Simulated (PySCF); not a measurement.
CH3F3SeSi.
Bonds: F1–C2, C2–F3, C2–F4, C2–Si5, Si5–Se6. Hydrogens: H7, H8 on Si5; H9 on Se6.

Computed with PBE0-D3(BJ)/def2-SVP geometry optimisation, gas phase (PySCF 2.14.0).

**Question.** Give the optimised bond lengths and angles.

**Answer.** 
```csv
bond,length (Å),order
"F1–C2, C2–F3, C2–F4",1.340,single
C2–Si5,1.935,single
Si5–Se6,2.265,single
"Si5–H7, Si5–H8",1.488,single
Se6–H9,1.473,single
```

Bonds in one row agree within 0.01 Å and their mean is given. Orders are formal, as drawn. A selection of angles:
```csv
angle,degrees
F1–C2–F3,107.4
F1–C2–Si5,112.6
F3–C2–Si5,110.4
F4–C2–Si5,111.5
C2–Si5–Se6,110.6
C2–Si5–H7,107.8
C2–Si5–H8,106.2
Se6–Si5–H7,107.2
Se6–Si5–H8,113.1
H7–Si5–H8,111.9
Si5–Se6–H9,92.1
```

Torsions: F1–C2–Si5–Se6 -61° (synclinal); H9–Se6–Si5–C2 -66° (synclinal). The mirror-image conformer, all signs reversed, is as good.

Si5 (SiH2 silicon) is distorted tetrahedral (angles from 106.2° to 113.1°).

No frequency check. The numbers are those of one conformer (C2–Si5–Se6–H -66°).
